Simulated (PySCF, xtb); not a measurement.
CH3IOSi, SMILES CO[Si]I (connectivity only; charge and spin as stated), neutral, multiplicity 1. One conformer was computed; it need not be the lowest.

Harmonic wavenumbers (cm⁻¹) from GFN2-xTB (xtb 6.7.1) at its own minimum, in rising order: 81, 132, 160, 291, 377, 744, 1117, 1126, 1166, 1410, 1467, 1476, 2944, 2975, 2986.

Q: What does PBE0-D3(BJ)/def2-SVP in PySCF give at its own minimum? (The exact figures need the calculation; the answer reports its results.)

A: 72, 136, 189, 268, 373, 743, 1169, 1176, 1214, 1461, 1468, 1470, 3045, 3148, 3157. Paired by order, the mean absolute difference is 48 cm⁻¹ and the zero-point energies are 26.4 and 27.3 kcal/mol.
